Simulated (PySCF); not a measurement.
# Assigning NMR signals

Numbering as in the mapped SMILES `[CH2:1]=[C:2]=[CH:3][C:4]#[C:5][n:6]1[cH:7][cH:8][cH:9][cH:10]1`. Each H is labelled by its parent atom.

- structure optimised with GFN2-xTB
- GIAO PBE0/pcSseg-1 shieldings
- program: PySCF 2.14
- gas phase, relativity neglected, one computed conformer, rapidly exchanging positions averaged

Shifts are taken against calculated references (same method and geometry level): 13C (σ = 186.93 ppm), 1H (σ = 31.72 ppm) against TMS.

Problem. Assign these signals to the numbered atoms. 13C{1H} NMR (computed): δ 230.9, 127.7, 117.2, 95.5, 82.1, 79.6, 65.7.

Solution. 
230.9 → C2, central carbon of an allene: the central sp carbon of an allene is among the most deshielded carbons of hydrocarbons
127.7 → C7/C10, aromatic CH next to a ring nitrogen
117.2 → C8/C9, aromatic CH
95.5 → C5, alkyne carbon: the triple bond shields along its axis, which puts it between sp3 and sp2 carbons
82.1 → C1, terminal carbon of a cumulated C=C=C unit
79.6 → C3, terminal carbon of a cumulated C=C=C unit
65.7 → C4, alkyne carbon: sp carbons lie upfield of alkene carbons because the cylindrical π system leaves one tensor component strongly shielded

Problem. Assign these signals to the numbered atoms. 1H NMR (600 MHz, computed): δ 6.89 (m, 2H), 6.45 (m, 2H), 5.79 (m, 1H), 5.37 (m, 2H).

Solution. 
```tsv
δ (ppm)	atoms	environment	reason
6.89	H(C7)/H(C10)	hydrogen on an aromatic CH next to a ring nitrogen	it sits in the deshielding region of the aromatic ring current
6.45	H(C8)/H(C9)	hydrogen on an aromatic CH	aromatic region
5.79	H(C3)	hydrogen on a terminal carbon of a cumulated C=C=C unit	attached to an sp2 carbon and in the plane of the double bond
5.37	H(C1)	hydrogen on a terminal carbon of a cumulated C=C=C unit	–
```

Shifts are as computed. Against solution values, carbons near 30 ppm lie about +3 ppm off and those near 130 ppm about +5 ppm. Of 1211 compounds with measured shifts, 218 miss one by over three times the rms of a fit or turn the order of signals round; such compounds aren't used in these exercises. No couplings were computed; multiplicities are counted from neighbouring protons, with m where these are inequivalent, close in shift, in a saturated or five-membered ring or joined by F or P, and br s for small geminal =CH2 splittings.
